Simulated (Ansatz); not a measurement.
C3H7Cl3Si (`CC(C)[Si](Cl)(Cl)Cl`), relaxed with RKS PBE-D4/def2-SVP in Ansatz 0.2.0 from a rough embedded geometry. The force threshold is 0.03 eV/Å; the program also tests the step.

Total charge 0; spin multiplicity 1.

Start:

```xyz
14

C     0.391   -1.298   -0.740
C     0.406    0.107   -0.165
C     0.819   -0.021    1.276
Si   -1.164    1.150   -0.353
Cl   -0.970    3.020    0.343
Cl   -2.802    0.272    0.460
Cl   -1.601    1.348   -2.376
H     1.290   -1.791   -0.632
H    -0.454   -1.948   -0.309
H     0.133   -1.266   -1.855
H     1.204    0.630   -0.675
H     1.760   -0.572    1.422
H     0.934    0.962    1.728
H     0.055   -0.592    1.877
```

(1) By how much does the energy fall, and how many steps does the optimiser take? (Estimate.)

(2) Which bonds change most? (An estimate is asked.)

(3) Give the relaxed structure. (Estimate.)

## Answers

(1) Computed: 41.46 kJ/mol, in 5 steps.

(2) The calculation gave: C1–H8 from 1.031 to 1.110 Å; Si4–Cl5 from 2.004 to 2.073 Å; Si4–Cl6 from 2.028 to 2.074 Å; C1–H9 from 1.150 to 1.110 Å.

(3) Computed: 
```xyz
14

C     0.316   -1.297   -0.810
C     0.438    0.088   -0.154
C     0.806    0.009    1.337
Si   -1.131    1.098   -0.410
Cl   -0.921    3.000    0.388
Cl   -2.741    0.176    0.518
Cl   -1.562    1.287   -2.428
H     1.267   -1.859   -0.703
H    -0.484   -1.896   -0.328
H     0.083   -1.224   -1.890
H     1.218    0.677   -0.690
H     1.763   -0.537    1.470
H     0.921    1.014    1.790
H     0.027   -0.535    1.911
```
